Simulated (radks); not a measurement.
Te, 52 electrons, occupied as [Kr] 4d10 5s2 5p4. Calculated with a radial shooting solver on a logarithmic mesh with Libxc functionals: Dirac Kohn-Sham, PBE, spin-unpolarised, spherical densities, point nucleus; open shells are shared between the two j in proportion to 2j + 1.

Spin-orbit splittings of the eigenvalues, e(l+1/2) - e(l-1/2), with zeta = 2 splitting/(2l+1) and mean radii in bohr:

shell,occ.,splitting (eV),zeta (eV),<r> j=l-1/2,<r> j=l+1/2
2p,6,274.5,183.0,0.1008,0.1064
3p,6,51.16,34.11,0.3122,0.3236
3d,10,10.70,4.279,0.2947,0.2983
4p,6,9.710,6.474,0.8016,0.8303
4d,10,1.467,0.5867,0.9649,0.9771
5p,4,0.7923,0.5282,2.584,2.715
